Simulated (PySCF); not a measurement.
# Excitation energy of Ca+ by level of theory

Ca+ [Ar] 4s1 (2S) → Ca+ [Ar] 4p1 (2P), as a difference of total energies. Calculation: PySCF 2.14, in aug-cc-pwCVTZ-X2C with one added diffuse shell each of s, p, d, f type (10s9p7d4f, 100 functions); scalar relativity by spin-free X2C-1e. Correlated levels: valence and next inner shell: [Ne] frozen; nothing frozen. The calculations carry no spin-orbit coupling.

| method | excitation energy (cm⁻¹) | error (cm⁻¹) |
| --- | --- | --- |
| UHF | 23635 | -1706 |
| LDA | 24066 | -1274 |
| PBE | 22648 | -2692 |
| PBE0 | 22941 | -2399 |
| r2SCAN | 22191 | -3150 |
| BP86 | 22627 | -2713 |
| B3LYP | 23787 | -1553 |
| PW91 | 22742 | -2598 |
| PBEsol | 22702 | -2638 |
| MP2 (valence and next inner shell) | 25387 | +47 |
| SCS-MP2 (valence and next inner shell) | 25005 | -335 |
| MP2 (all electrons) | 25422 | +82 |
| SCS-MP2 (all electrons) | 25032 | -308 |

Reference: 25340 cm⁻¹ (measured; NIST levels, between the centres of gravity of the two terms).

Errors of the correlated levels include the incompleteness of this basis and the frozen core.
